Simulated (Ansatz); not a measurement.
A series at Ga: from `[F][Ga]([F])[F]`, ligands are replaced one by one, each step taking up NH₃ and setting free H–F; n counts the steps. Ansatz, PBE0-D4/def2-TZVP geometries. Each molecule was computed in one conformer, which needn't be the lowest.

CBS adds triple-zeta CCSD(T) − MP2 to the MP2 limit, frozen cores; atoms without spin–orbit coupling. Outer-core shells of Ga are correlated without core-valence functions. Scalar relativity is left out up to krypton. Spin–orbit coupling is left out.

```tsv
n	molecule	atomization energy, CCSD(T)/CBS (kJ/mol)
0	`[F][Ga]([F])[F]`	1420.0
1	`[NH2][Ga]([F])[F]`	2058.7
2	`[NH2][Ga]([NH2])[F]`	?
3	`[NH2][Ga]([NH2])[NH2]`	3275.7
```

By hand: fit a straight line y = ȳ + b (n − n̄) to the 3 given rows and predict n = 2.

n̄ = 1.333, ȳ = 2251.47; Σ(n − n̄)(y − ȳ) = 2879.93, Σ(n − n̄)² = 4.667, so b = 617.08 kJ/mol a step. Prediction: 2251.47 + (617.08) × (0.667) = 2663.1 kJ/mol.

By hand: compare with the computed value, 2676.2 kJ/mol, and give the steps along the whole series.

The line misses by 13.1 kJ/mol (computed minus predicted). Steps: 638.7, 617.5, 599.5 kJ/mol.

The steps differ by up to 39.2 kJ/mol, small against a whole step but well beyond the method's doubt, so the ligands' effects don't simply add. The miss is 0.7 % of the series' range. The energies themselves are unsure by some kJ/mol a bond, though much of that is common to the series.
